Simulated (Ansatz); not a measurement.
`[SH][Ti]([SH])([Cl])[Cl]` and `[SH][Hf]([SH])([Cl])[Cl]` differ in one element.

Ansatz, PBE0-D4/def2-TZVP geometries, multiplicity 1. Each molecule was computed in one conformer, which needn't be the lowest.

Elements past krypton have def2 core potentials. Scalar relativity is left out up to krypton.

```
                                                                                  property  `[SH][Ti]([SH])([Cl])[Cl]`
ideal-gas entropy at 298 K and 1 bar (rigid rotor, harmonic PBE0-D4/def2-TZVP) / J/(mol·K)                         403
                                        size of the dipole moment (ωB97M-V/def2-TZVPP) / D                        0.85
                                                       HOMO energy (B3LYP/def2-TZVPP) / eV                       -7.86
                                                        LUMO energy (PBE0/def2-TZVPP) / eV                       -3.36
                                                         HOMO energy (PBE/def2-TZVPP) / eV                       -6.91
                                                     LUMO energy (ωB97M-V/def2-TZVPP) / eV                       -1.22
```

(1) What does the change do to each property? (An estimate is asked.)

## Answers

(1) Computed: 
| property | `[SH][Hf]([SH])([Cl])[Cl]` | shift |
| --- | --- | --- |
| ideal-gas entropy at 298 K and 1 bar (rigid rotor, harmonic PBE0-D4/def2-TZVP) / J/(mol·K) | 429 | 26 |
| size of the dipole moment (ωB97M-V/def2-TZVPP) / D | 0.73 | -0.12 |
| HOMO energy (B3LYP/def2-TZVPP) / eV | -7.81 | 0.05 |
| LUMO energy (PBE0/def2-TZVPP) / eV | -2.14 | 1.22 |
| HOMO energy (PBE/def2-TZVPP) / eV | -6.87 | 0.04 |
| LUMO energy (ωB97M-V/def2-TZVPP) / eV | -0.07 | 1.15 |

Dipoles are sizes alone; their direction can turn.

B3LYP here is the variant with VWN-RPA as its local correlation; programs differ in this.
